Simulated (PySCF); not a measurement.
## Electron correlation in Ho+ (holmium, charge +1)

[Xe] 4f11 6s1, one real determinant. All numbers are calculated (PySCF 2.14, scalar relativity by spin-free X2C-1e, in cc-pwCVTZ-X2C (12s11p9d7f4g1h, 186 functions)). Frozen: [Ar] 3d10; 38 electrons correlated.

MP2 pair energies summed by pair of shells (mhartree):

```tsv
pair	energy	share (%)
4f-4f	-503.75	23.2
4d-4f	-448.23	20.6
4f-5p	-292.52	13.5
4d-4d	-160.13	7.4
5p-5p	-133.45	6.1
4p-4f	-122.26	5.6
4p-4d	-116.55	5.4
4d-5p	-81.02	3.7
4f-5s	-69.49	3.2
5s-5p	-38.84	1.8
4d-5s	-31.49	1.4
4s-4f	-29.36	1.4
4s-4d	-28.82	1.3
4p-4p	-28.65	1.3
5p-6s	-19.42	0.9
4s-4p	-16.02	0.7
4p-5p	-15.27	0.7
4f-6s	-11.90	0.5
4p-5s	-7.88	0.4
5s-5s	-7.14	0.3
4s-5p	-2.75	0.1
4s-4s	-2.64	0.1
4d-6s	-1.88	0.1
4s-5s	-1.26	0.1
5s-6s	-1.09	0.1
4p-6s	-0.36	0.0
4s-6s	-0.06	0.0
```

Total MP2 correlation energy: -2172.2 mhartree.

Same-spin part -804.88 and opposite-spin part -1367.3 mhartree; SCS-MP2 scales them by 1/3 and 6/5 to -1909.1 mhartree.

The reference is one real determinant that mixes LS terms of this configuration.
